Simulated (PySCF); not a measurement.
InCl2, SMILES [Cl][In][Cl], multiplicity 2.

Geometry optimised at r2SCAN-D4/def2-TZVP. The spin state was assumed, not searched. The isomer is the one that the SMILES or the coordinates give; other isomers of the formula were not compared. The def2 effective core potentials stand for the cores of In; spin–orbit coupling is left out.

These are TDA-ωB97X/def2-SVPD (PySCF) values and carry that method's errors.

Vertical excitations. Gas-phase values at a fixed geometry.

Computed excitation energies, oscillator strengths and character:
| state | energy (eV) | λ (nm) | f | main pairs |
|---|---|---|---|---|
| root 1 | 3.08 | 403 | 0.000 | β HOMO→LUMO 96 % |
| root 2 | 3.18 | 390 | 0.000 | β HOMO−1→LUMO 96 % |
| root 3 | 3.49 | 356 | 0.000 | α HOMO→LUMO 7 %, β HOMO−3→LUMO 89 % |
| root 4 | 3.49 | 356 | 0.014 | β HOMO−2→LUMO 95 % |
| root 5 | 3.72 | 334 | 0.065 | α HOMO→LUMO 90 %, β HOMO−3→LUMO 7 % |
| root 6 | 4.19 | 296 | 0.084 | β HOMO−4→LUMO 92 % |
| root 7 | 5.27 | 235 | 0.070 | α HOMO→LUMO+1 81 %, β HOMO−5→LUMO 13 % |
| root 8 | 6.18 | 201 | 0.139 | α HOMO−3→LUMO 13 %, α HOMO→LUMO+1 12 %, β HOMO−5→LUMO 63 % |
| root 9 | 6.18 | 200 | 0.137 | α HOMO→LUMO+3 70 %, β HOMO−1→LUMO+1 24 % |
| root 10 | 6.23 | 199 | 0.000 | α HOMO−1→LUMO 41 %, β HOMO→LUMO+1 56 % |
Unrestricted roots are not spin-pure.
